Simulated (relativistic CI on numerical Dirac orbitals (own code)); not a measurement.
# One change at a time: Ru IX

Base calculation: Dirac-Coulomb-Breit CI, separate exchange-only KLI orbitals for each configuration, model QED (radiative potential, 1s self-energy scaled to tabulated hydrogen-like ionisation energies), unscaled Slater integrals.

Configurations in the expansion (outside the closed core [Ar] 3d10): 4s2 4p6, 4s2 4p5 4d, 4s 4p6 4d, 4s2 4p5 4f, 4s 4p6 4f, 4s2 4p5 5s, 4s2 4p5 5p, 4s2 4p5 5d, 4s 4p6 5s, 4s2 4p5 6s, 4s 4p6 5p, 4s2 4p5 6p, 4s2 4p5 5f, 4s2 4p5 5g, 4s2 4p5 6d, 4s2 4p5 7s, 4s 4p6 5d, 4s2 4p5 7p, 4s2 4p5 6f, 4p6 4d2, 4p5 4d3, 4p5 4d2 4f, 4p5 4d2 5s, 4p5 4d2 5p, 4p6 4f2, 4p5 4d 4f2, 4p5 4f3, 4p5 4f2 5s, 4p5 4f2 5p. Double excitations out of closed p, d and f shells are left out; levels of such configurations are missing from the list, as are those of other unlisted configurations, and high levels can miss mixing partners. These lack a partner that the ground configuration has and come out too high: 4s2 4p5 5d, 4s2 4p5 6s, 4s2 4p5 6p, 4s2 4p5 5f, 4s2 4p5 5g.

The lowest level and the first level of each name with at least 55 % of one term (blank where a level has no safe partner in the second run):

| Level | Base (cm⁻¹) | Shift (cm⁻¹) |
| --- | --- | --- |
| 4s2 4p6 1S_0 | 0 | 0 |
| 4s2 4p5 4d 3P°_0 | 357653 | +47 |
| 4s2 4p5 4d 3P°_1 | 362252 | +40 |
| 4s2 4p5 4d 3P°_2 | 371578 | +25 |
| 4s2 4p5 4d 3F°_4 | 373419 | +34 |
| 4s2 4p5 4d 3F°_3 | 376825 | +42 |
| 4s2 4p5 4d 3F°_2 | 384423 | +34 |
| 4s2 4p5 4d 3D°_3 | 399878 | +33 |
| 4s2 4p5 4d 3D°_1 | 411573 | +13 |
| 4s2 4p5 4d 1P°_1 | 523328 | +13 |
| 4s2 4p5 5s 3P°_2 | 648537 | -240 |
| 4s 4p6 4d 3D_1 | 675890 | +649 |
| 4s 4p6 4d 3D_2 | 678395 | +649 |
| 4s2 4p5 5s 3P°_0 | 681200 | -303 |

At this charge configurations can still be misplaced by up to about 7 % of their energy.

(1) One thing was changed in a second run, which moved the levels as shown. Which?
A. Breit term removed
B. configuration mixing switched off
C. QED terms removed

Answers

(1) C. QED terms removed. QED shifts follow the density of s (and p1/2) electrons at the nucleus, so configurations move by their count of such electrons; where none moves, the smaller shifts of p3/2 electrons and of j = l + 1/2 against j = l − 1/2 set the pattern.

LS names give the leading component of a level, which can be under half, so a name can repeat, a term be missing and a line seem to break the LS rules.
